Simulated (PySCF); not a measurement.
# Working out the ionisation energy of Se⁺

Se⁺ [Ar] 3d10 4s2 4p3 (4S) → Se²⁺ [Ar] 3d10 4s2 4p2 (3P). All numbers are calculated (PySCF 2.14, the spin-free X2C one-electron Hamiltonian (Gaussian nucleus), in jorge-DZP-DKH). Frozen: [Ar] 3d10. Energies in hartree (1 hartree = 27.21139 eV):

| part | Se⁺ (lower) | Se²⁺ (upper) |
| --- | --- | --- |
| UHF | -2427.622540 | -2426.853698 |
| CCSD correlation | -0.032693 | -0.035995 |
| (T) | -0.000200 | -0.000191 |

**Question.** What does Hartree-Fock give?

**Answer.** (-2426.853698) − (-2427.622540) = 0.768842 hartree = 20.921 eV.

**Question.** What do CCSD and CCSD(T) give?

**Answer.** The CCSD correlation energies differ by -0.003302 hartree = -0.090 eV and the triples by 0.000009 hartree = 0.000 eV, so CCSD gives 20.831 eV and CCSD(T) 20.831 eV.

Reference: 21.196 ± 0.01 eV (measured; NIST Atomic Spectra Database, ionization energies), between the lowest levels; spin-orbit coupling is absent from the calculation.

A double-zeta basis recovers only part of the correlation energy.

What remains against the reference includes basis incompleteness, the frozen core and higher excitations.
